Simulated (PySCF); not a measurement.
Species: C2H7BN (charge 0, doublet). It need not be the lowest isomer of its formula. 
Structure (B3LYP-D3(BJ)/def2-TZVP (Ansatz) minimum search):
```xyz
11

C     -1.8041     0.4242    -0.3330
C     -0.5876    -0.5019    -0.1871
B      0.6229     0.1088     0.5915
N      1.9616     0.0279     0.2637
H     -1.5472     1.3295    -0.8868
H     -2.6200    -0.0694    -0.8649
H     -2.1759     0.7352     0.6445
H     -0.2605    -0.8434    -1.1815
H     -0.8928    -1.4082     0.3507
H      2.6974     0.4272     0.8222
H      2.3037    -0.4437    -0.5668
```
Charge 0, spin multiplicity 2.

Dispersion corrections to the total energy (kcal/mol) from the dftd3 and dftd4 libraries through PySCF: D3(BJ) without and D4 with the three-body term, each with the damping fitted for the functional named.

| functional | D3(BJ) | D4 |
|---|---|---|
| TPSS | -5.20 | (withheld) |
| B3LYP | -7.11 | -6.02 |
| BLYP | -8.76 | -8.52 |
| TPSSh | -4.73 | -4.64 |
| B2GP-PLYP | -2.31 | -1.56 |
| HF | (withheld) | -14.69 |
| HSE06 | (withheld) | -2.90 |

### Question
Complete the blanks.

### Answer

- TPSS, D4: -5.11
- HF, D3(BJ): -35.40
- HSE06, D3(BJ): -2.56
